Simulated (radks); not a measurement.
Q: These are the eigenvalues of the occupied orbitals of an atom or ion with whole-number occupations (eV). All-electron calculation, scalar-relativistic Kohn-Sham, r2SCAN, spin-polarised, spherical densities, finite nucleus; meta-GGA in the generalised Kohn-Sham scheme; Fermi nuclear charge, rms radius of each element as measured or else 0.836 A^(1/3) + 0.57 fm. Program: a radial shooting solver on a logarithmic mesh with Libxc functionals.

| orbital | eigenvalue |
|---|---|
| 1s up | -7031.105 |
| 1s down | -7031.086 |
| 2s up | -837.6471 |
| 2s down | -835.2123 |
| 2p up | -713.2405 |
| 2p down | -711.3765 |
| 3s up | -107.7552 |
| 3s down | -102.1529 |
| 3p up | -72.4338 |
| 3p down | -66.8478 |
| 3d up | -17.8232 |
| 4s up | -13.3936 |
| 3d down | -12.4318 |

Which element is it, and in what charge state? The configuration may be excited. Open shells, if any, are filled with parallel spins first.

A: Z = 26, iron, charge +1: Fe+ in [Ar] 3d6 4s1. The list shows which subshells hold electrons but not how many an open one holds; the 1s level, -258.39 hartree, gives Z - s = 22.7 by -(Z - s)^2/2, which with screening and relativity narrows Z to a few neighbours, and the depths of the outer levels then fix element, charge and occupations together.
